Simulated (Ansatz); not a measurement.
Consider the formal exchange of groups at the Si–Si bond: `F[Si@@H](Cl)[Si@@H](F)Cl` + `FCI` → `F[SiH](Cl)I` + `FC[SiH](F)Cl`.

Gas-phase electronic energies from Ansatz, PBE0-D4/def2-TZVP geometries. CBS: MP2 limit from def2 TZ/QZ plus the TZ coupled-cluster correction, frozen cores. DFT in def2-TZVPP. B3LYP here is the variant with VWN-RPA as its local correlation; programs differ in this. def2 core potentials past Kr. For I outer-core shells are correlated without core-valence functions, which leaves a few kJ/mol of doubt a bond. Each species was taken in one conformer, which may not be the lowest.

```json
{"level": "PBE-D4", "ΔE (kJ/mol)": "-117.1"}
{"level": "B3LYP-D4", "ΔE (kJ/mol)": "-125.5"}
{"level": "ωB97M-V", "ΔE (kJ/mol)": "-140.4"}
{"level": "SCS-MP2/def2-TZVPP", "ΔE (kJ/mol)": "-136.9"}
```

(1) What does CCSD(T)/CBS give? (Best estimate.)

Largest T1 diagnostic among the species: 0.011.

Results:

(1) The calculation gave: -134.8 kJ/mol. The listed levels differ from it by 17.7, 9.3, -5.6, -2.1 kJ/mol.

From PBE to PBE0 (25 % exact exchange), in def2-TZVPP and without D4, ΔE moves by −10.6 kJ/mol.
